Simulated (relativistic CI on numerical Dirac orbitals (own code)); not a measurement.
Ti2+ in a cubic cluster: 2p photoemission with charge transfer

Computed with a charge-transfer multiplet model of a cubic metal-ligand cluster with up to one ligand hole, Slater and spin-orbit integrals from Dirac-Coulomb-Breit ions, Slater integrals scaled by 0.8. The ground state mixes d2 with configurations of k ligand holes L, whose averages lie at kΔ + k(k − 1)U_dd/2; a core hole lowers each added d electron by U_cd. 20 K, Lorentzian 0.6 eV and Gaussian 0.8 eV FWHM.

Atomic integrals in eV (Slater integrals scaled, ζ unscaled), ground: F2dd 6.578, F4dd 4.090, zeta_d 0.013; with the core hole: F2dd 8.213, F4dd 5.154, zeta_d 0.027, zeta_core 3.743, F2cd 4.498, G1cd 3.275, G3cd 1.857.

Cluster parameters (eV): U_dd = 3.9, U_cd = 4.3, 10Dq = 0.75, 10Dq(ligand) = 0.4, V(eg) = 1.35, V(t2g) = -0.72, final-state hopping factor = 0.9.

```csv
Case,n_d,d2,d3L,S
Δ = 4.6 eV,2.20,0.80,0.20,1.00
Δ = 6.6 eV,2.13,0.87,0.13,1.00
Δ = 7.6 eV,2.11,0.89,0.11,1.00
Δ = 8.6 eV,2.09,0.91,0.09,1.00
Δ = 9.6 eV,2.08,0.92,0.08,1.00
```

Weights, n_d and S are thermal averages at 20 K. Binding energies count from the first peak over 30 % of the highest in each spectrum, which can be another peak from case to case. The parameters are a model scan and need not match a compound or its usual spin state. Peaks in eV (height, largest 100):
- Δ = 4.6 eV: 0.0 (100), 2.9 (20), 6.2 (53)
- Δ = 6.6 eV: 0.0 (100), 3.6 (15), 6.1 (48)
- Δ = 7.6 eV: 0.0 (100), 3.7 (13), 6.0 (49)
- Δ = 8.6 eV: 0.0 (100), 3.6 (11), 5.9 (50)
- Δ = 9.6 eV: 0.0 (100), 3.6 (11), 6.0 (51), 8.2 (11)

Curve for Δ = 6.6 eV (points under 2 left out, the grid thinned):

(E (eV), Intensity): (-3.5, 2.1), (-3.1, 2.7), (-2.8, 3.3), (-2.4, 4.8), (-2.1, 6.7), (-1.7, 12.1), (-1.4, 21.7), (-1.0, 47.6), (-0.7, 71.7), (-0.3, 93.9), (0.0, 100.0), (0.4, 87.9), (0.7, 64.1), (1.1, 34.2), (1.4, 22.4), (1.8, 16.4), (2.1, 14.3), (2.5, 12.8), (2.8, 13.0), (3.2, 14.1), (3.5, 14.8), (3.9, 14.1), (4.3, 12.6), (4.6, 13.2), (5.0, 19.1), (5.3, 28.3), (5.7, 42.3), (6.0, 47.6), (6.4, 43.8), (6.7, 34.7), (7.1, 22.2), (7.4, 16.4), (7.8, 13.0), (8.1, 12.0), (8.5, 11.3), (8.8, 10.3), (9.2, 7.8), (9.5, 5.8), (9.9, 4.0), (10.2, 3.2), (10.6, 2.6), (10.9, 2.3), (11.3, 2.2), (11.6, 2.2), (12.0, 2.0)

For the case Δ = 6.6 eV, Δ = 6.6 eV is larger than U_dd = 3.9 eV, the Mott-Hubbard side of the Zaanen-Sawatzky-Allen scheme. With the core hole the configuration with one ligand hole lies at Δ − U_cd = 0.3, 2.3, 3.3, 4.3, 5.3 eV from the one without, in the order of the table; where this is negative the screened configuration lies lower, though the effective hopping of about 2.7 eV (from the holes of the mixed ground state) mixes the two strongly wherever it is as large as the gap.

With at most 1 ligand hole the space is cut while the next configuration still counts, so covalency is underestimated, and a final configuration with one more ligand hole, which can lie low, is missing from the spectra.
